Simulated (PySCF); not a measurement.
Bond stretch in AlH, singlet. Each curve is given relative to its own lowest point near equilibrium.

```json
[
 {"R / Å": "1.24", "A": "61.3", "B": "59.9", "C": "61.2", "D": "59.9"},
 {"R / Å": "1.32", "A": "35.8", "B": "34.5", "C": "35.8", "D": "34.5"},
 {"R / Å": "1.41", "A": "17.4", "B": "16.3", "C": "17.3", "D": "16.3"},
 {"R / Å": "1.50", "A": "6.6", "B": "5.9", "C": "6.6", "D": "5.9"},
 {"R / Å": "1.56", "A": "2.6", "B": "2.1", "C": "2.5", "D": "2.1"},
 {"R / Å": "1.62", "A": "0.5", "B": "0.3", "C": "0.5", "D": "0.3"},
 {"R / Å": "1.66", "A": "0.0", "B": "0.0", "C": "0.0", "D": "0.0"},
 {"R / Å": "1.73", "A": "0.5", "B": "0.8", "C": "0.6", "D": "0.8"},
 {"R / Å": "1.78", "A": "1.7", "B": "2.2", "C": "1.9", "D": "2.2"},
 {"R / Å": "1.82", "A": "3.1", "B": "3.8", "C": "3.3", "D": "3.8"},
 {"R / Å": "1.92", "A": "7.8", "B": "8.9", "C": "8.4", "D": "8.9"},
 {"R / Å": "2.09", "A": "18.3", "B": "20.1", "C": "19.7", "D": "20.1"},
 {"R / Å": "2.27", "A": "30.7", "B": "33.4", "C": "33.7", "D": "33.3"},
 {"R / Å": "2.47", "A": "44.6", "B": "48.0", "C": "49.9", "D": "48.3"},
 {"R / Å": "2.76", "A": "62.7", "B": "67.3", "C": "72.8", "D": "68.5"},
 {"R / Å": "3.01", "A": "75.6", "B": "81.1", "C": "91.0", "D": "82.7"},
 {"R / Å": "3.32", "A": "87.7", "B": "94.3", "C": "111.3", "D": "95.2"},
 {"R / Å": "3.68", "A": "96.5", "B": "104.7", "C": "131.7", "D": "102.9"},
 {"R / Å": "4.06", "A": "101.4", "B": "111.1", "C": "149.8", "D": "106.0"},
 {"R / Å": "4.51", "A": "103.9", "B": "114.9", "C": "167.4", "D": "107.1"},
 {"R / Å": "4.94", "A": "104.8", "B": "116.5", "C": "180.9", "D": "107.5"},
 {"R / Å": "5.85", "A": "105.3", "B": "117.6", "C": "200.4", "D": "107.7"},
 {"R / Å": "6.70", "A": "105.4", "B": "117.8", "C": "211.1", "D": "107.7"}
]
```

Energies in mEh.

Problem. Assign the columns to these levels of theory: SC-NEVPT2 on CASSCF(4,5)/cc-pVDZ, all electrons correlated in PySCF; CCSD on RHF/cc-pVDZ, 5 core orbitals frozen (PySCF); PySCF 2.14.0 with restricted wB97X-V/cc-pVDZ; CCSD on UHF/cc-pVDZ, 5 core orbitals frozen run with PySCF 2.14.0.

Solution. A is NEVPT2; B is RCCSD; C is RKS-wB97X-V; D is UCCSD.

The unrestricted determinant behind UCCSD is spin-contaminated at 1.24 to 1.92, 2.47 to 6.70 Å (<S²> up to 1.0, against 0.00 for a pure singlet). At the longest distance RKS-wB97X-V leaves fractional charges on the fragments, a sign of delocalisation error or of the restricted form. The restricted form behind RKS-wB97X-V keeps the bonding electrons paired and can't separate into open-shell fragments. The T1 diagnostic of CCSD on the restricted reference of RCCSD exceeds 0.045 at 2.76 to 6.70 Å.
